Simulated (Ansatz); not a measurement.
`[OH][Mo]([F])(=[S])=[S]` + `CNC` → `C[N](C)[Mo]([OH])(=[S])=[S]` + H–F at 298.15 K and 1 bar (ligand exchange at a Mo–F bond).

Gas-phase electronic energies from Ansatz, PBE0-D4/def2-TZVP geometries. CCSD(T)/CBS adds triple-zeta CCSD(T) − MP2 to the extrapolated MP2 energy (def2 sets, frozen cores). This one scheme is used for every species. Elements past krypton have def2 core potentials. For Mo outer-core shells are correlated without core-valence functions, which leaves a few kJ/mol of doubt a bond. One conformer a species, not always the lowest.

```json
{"species": "`[OH][Mo]([F])(=[S])=[S]`", "CCSD(T)/CBS energy (Eh)": "-1039.41067", "H − E (kJ/mol)": "70.9", "S (J/(mol·K))": "349.1"}
{"species": "`CNC`", "CCSD(T)/CBS energy (Eh)": "-135.00321", "H − E (kJ/mol)": "256.9", "S (J/(mol·K))": "271.4"}
{"species": "`C[N](C)[Mo]([OH])(=[S])=[S]`", "CCSD(T)/CBS energy (Eh)": "-1074.01669", "H − E (kJ/mol)": "290.2", "S (J/(mol·K))": "438.8"}
{"species": "H–F", "CCSD(T)/CBS energy (Eh)": "-100.39570", "H − E (kJ/mol)": "33.5", "S (J/(mol·K))": "173.6"}
```

H − E and S are ideal-gas, rigid-rotor, harmonic terms from PBE0-D4/def2-TZVP, for one conformer and one mirror image of each species. 1 Eh = 2625.50 kJ/mol, R = 8.31446 J/(mol·K).

By hand: ΔE, ΔH, ΔS and ΔG.

ΔE = (-1074.01669) + (-100.39570) − (-1039.41067) − (-135.00321) = 0.00149 Eh = 3.9 kJ/mol. Δ(H − E) = 290.2 + 33.5 − 70.9 − 256.9 = -4.1, so ΔH = -0.2 kJ/mol. ΔS = 438.8 + 173.6 − 349.1 − 271.4 = -8.1 J/(mol·K). ΔG = -0.2 − 298.15 × (-8.1)/1000 = 2.2 kJ/mol.

By hand: the equilibrium constant, and the temperature at which ΔG would vanish if ΔH and ΔS stayed fixed.

log₁₀ K = −ΔG/(RT ln 10) = -0.4. ΔG = 0 at ΔH/ΔS = 25 K, though so small a ΔH makes that figure unsure.

TΔS isn't small against ΔH here. The sign of ΔG lies within the doubt. A doubt of 5 kJ/mol in ΔE shifts log₁₀ K by 0.9 here. Other conformers and mirror images would add mixing entropy, several J/(mol·K) or more a flexible species. Modes under 60 cm⁻¹, often nearly free rotors, make the harmonic entropy too high. These are equilibria of isolated gas molecules and say nothing of rates. Largest T1 diagnostic: 0.025 (customary marks: 0.02 for closed shells, 0.045 for open ones).
